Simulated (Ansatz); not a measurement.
C$_{3}$H$_{8}$BFO (`CCOB(C)F`) at its PBE0-D4/def2-TZVP geometry, where that method's forces vanish. Charge 0, multiplicity 1.

```xyz
14

C     1.6568    0.2702    1.3627
C     1.3154    0.5857   -0.0738
O    -0.0951    0.6368   -0.2604
B    -0.8086   -0.4335   -0.6617
C    -2.3570   -0.3629   -0.8440
F    -0.1671   -1.5872   -0.9130
H     2.7393    0.3008    1.5083
H     1.1979    0.9968    2.0362
H     1.3049   -0.7271    1.6357
H     1.7576   -0.1530   -0.7477
H     1.6951    1.5711   -0.3534
H    -2.8497   -1.1051   -0.2086
H    -2.6307   -0.6143   -1.8732
H    -2.7590    0.6217   -0.6069
```

Q: What forces (eV/Å) does PBE-D4/def2-TZVPP give on these atoms in Ansatz 0.2.0? (Best estimate.)

A: The calculation gave: 
```
C1   0.022 -0.006  0.031
C2   0.264 -0.009  0.030
O3  -0.260  0.497  0.088
B4  -0.375  0.030 -0.037
C5   0.072  0.030  0.017
F6   0.277 -0.548 -0.127
H7   0.212  0.004  0.043
H8  -0.084  0.139  0.143
H9  -0.063 -0.193  0.061
H10  0.115 -0.156 -0.149
H11  0.093  0.213 -0.066
H12 -0.109 -0.139  0.115
H13 -0.069 -0.048 -0.193
H14 -0.096  0.187  0.043
```
